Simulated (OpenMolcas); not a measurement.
Mo4+: effect of the metal basis

Mo4+ with 6 ligands (chloride) in octahedral coordination (Oh) at 2.41 Å. A charge of +0.333 e stands 2.4 Å behind each ligand.

```yaml
Program: OpenMolcas
Method: "SS-CASPT2, IPEA 0.25 Eh, imaginary shift 0.1 Eh (closed shells correlated: 4s 4p and the ligand valence shells)"
Spin-orbit_coupling: state interaction with AMFI integrals over the reference wave functions
```

Fixed: ligand basis ANO-RCC-VDZP, active space 2 electrons in 5 orbitals (4d), DKH2 Hamiltonian.

States (labels of O, the rotations of Oh). Energies in cm-1 above the lowest state or level, χT in cm3 K/mol; under a threefold ground state the first gap can be a small split of the lowest multiplet, not the spin-orbit step.

```
Run   Metal basis  Ground state  First state of that spin  First gap with spin-orbit (degeneracies)  χT at 300 K  First state of another spin                      Cost
  A  ANO-RCC-VDZP           3T1                 3T2 23070                                 29 (2, 3)        0.397                     1T2 6520   roughly 70 core-seconds
  B  ANO-RCC-VTZP           3T1                 3T2 23220                                 30 (2, 3)        0.394                     1T2 5810  roughly 120 core-seconds
```

Against A, the first state of the same spin changes by +0.7 % in B.

Costs are those of the CASPT2 steps.

Roots that are degenerate in the reference are averaged as groups; the widest CASPT2 spread within a group is 790 cm-1 (the 3-fold group of multiplicity 1 near 30500 cm-1 above the lowest state of its run, A). Shifts and gaps below about the spread of the groups concerned are not significant. Over all roots computed the reference weight is 0.64 to 0.65 in A, 0.63 to 0.65 in B; a low but even weight reflects the number of correlated electrons. An orbital triplet at a regular site is open to Jahn-Teller coupling, which can distort the site and quench the lowest spin-orbit gaps and is left out. Ligand-to-metal charge-transfer states are missing. With no ligand orbital active B as a rule stays too high, so bands that hang on it stand too high and its fall with covalency is understated. With one d shell and no ligand orbital active, 10Dq can be off by a tenth or more. The least metal-like active orbital is 71 % on the metal (Löwdin) and no ligand orbital is active, so the numbers are rough (holds for A). The least metal-like active orbital is 72 % on the metal (Löwdin) and no ligand orbital is active, so the numbers are rough (holds for B). No measured value stands beside these numbers; the geometry is a model, was not optimised and need not be the one that this ion takes.
